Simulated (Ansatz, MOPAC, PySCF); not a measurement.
Lewis adduct: BH3 (SMILES B) (first 4 atoms) with AsH3 (SMILES [AsH3]); geometry from B3LYP-D3(BJ)/def2-TZVP, rigid monomers moved along the line of their centres of mass till B1···As5 is 3.76 Å.
(charge 0, multiplicity 1):
```csv
atom,x (Å),y (Å),z (Å)
B,-0.0052,-0.0598,0.6296
H,-0.8662,0.7776,0.5787
H,-0.3529,-1.1824,0.3770
H,1.0665,0.2658,0.1928
As,0.6790,-0.2625,4.3248
H,-0.4430,-0.6524,5.2566
H,1.1517,0.9737,5.0513
H,1.7274,-1.2277,4.8234
```

Counterpoise-corrected where a basis set is named; no monomer relaxation. Rows marked so take none.

Correlated levels freeze the cores. Filled d and f shells under p-block atoms count as core. CBS: X⁻³ extrapolation of the correlation energy, Hartree–Fock from the larger set. Rows in 3-21G, 6-31G* carry no dispersion term and start afresh at each structure (6-31G* with six Cartesian d functions); the Pople sets are all-electron and without relativity. The state that AM1 reach isn't checked.

The values were computed with Ansatz (a program for electronic structure) with Gaussian orbitals; MOPAC for AM1 (differences of heats of formation); PySCF for 3-21G rows, 6-31G* rows, the dispersion terms. Each number belongs to the level named beside it.

```
level                                  interaction energy (kJ/mol)
-------------------------------------  ---------------------------
AM1                                                           -2.1
HF/3-21G (no counterpoise)                                   -14.8
HF/aug-cc-pVDZ                                                -9.7
B3LYP/def2-TZVPPD                                            -11.1
B3LYP-D3(BJ)/def2-TZVPPD                                     -15.1
PBE0/def2-TZVPPD                                             -13.4
M06-2X/6-31G* (no counterpoise)                              -14.8
SCS-MP2/aug-cc-pVDZ                                              …
CCSD(T)/CBS(aug-cc-pVDZ, aug-cc-pVTZ)                        -13.3
```

Q: What belongs in the gaps?

A: 
- SCS-MP2/aug-cc-pVDZ, interaction energy (kJ/mol): -12.0
